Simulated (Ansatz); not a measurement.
Input and output for CH3F4NW (`C[N]=[W]([F])([F])([F])[F]`).

```yaml
crystal:
  periodic: [false, false, false]
  atoms:
    - {symbol: C, position_ang: [0.574900, -1.677897, -0.182482]}
    - {symbol: N, position_ang: [0.119763, -0.345114, -0.036309]}
    - {symbol: W, position_ang: [-0.420939, 1.259357, 0.138606]}
    - {symbol: F, position_ang: [-2.275114, 1.152488, -0.039345]}
    - {symbol: F, position_ang: [-0.412335, 1.946470, -1.595883]}
    - {symbol: F, position_ang: [-0.726274, 1.453410, 1.968876]}
    - {symbol: F, position_ang: [1.137694, 2.247311, 0.412656]}
    - {symbol: H, position_ang: [0.350985, -2.040569, -1.188983]}
    - {symbol: H, position_ang: [1.655036, -1.722668, -0.020826]}
    - {symbol: H, position_ang: [0.079385, -2.323990, 0.546691]}
basis:
  gaussian: {orbitals: def2-TZVPD, fitting: {mean_field: cc-pVTZ-jkfit}}
total_charge: 1
magnetization: {spin_polarized: true, initial_magnetization: 1}
hamiltonian: {xc: {name: wB97X}}
```

```sh
$ ansatz run in.yaml --threads 4 --pin off --events-out ev --progress --plain --max-ram 11315MiB
```

It prints (some lines left out):

```
Functional definition: wB97X
Error: <dir> the basis set cc-pVTZ-JKFIT has no functions for W
```
